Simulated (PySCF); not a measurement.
PySCF input (BP86/6-31G* (5d)):

```python
from pyscf import gto, dft

mol = gto.M(
    atom='''
    Mg   -0.00000000   -0.00000000   -1.24137164
    Cl    0.00000000    0.00000000    0.87626233
    ''',
    basis='6-31g*',
    charge=1,
    spin=0,
    verbose=4,
)

mf = dft.RKS(mol, xc='bp86')
mf.grids.level = 3
mf.conv_tol = 1e-9
mf.max_cycle = 100
mf.max_memory = 1500
mf.kernel()
if not mf.converged:
    mf = mf.newton()
    mf.kernel(mf.make_rdm1())
mf.dip_moment()
```

### Question
Predict the final energy.

### Answer
-660.05296 Eh.
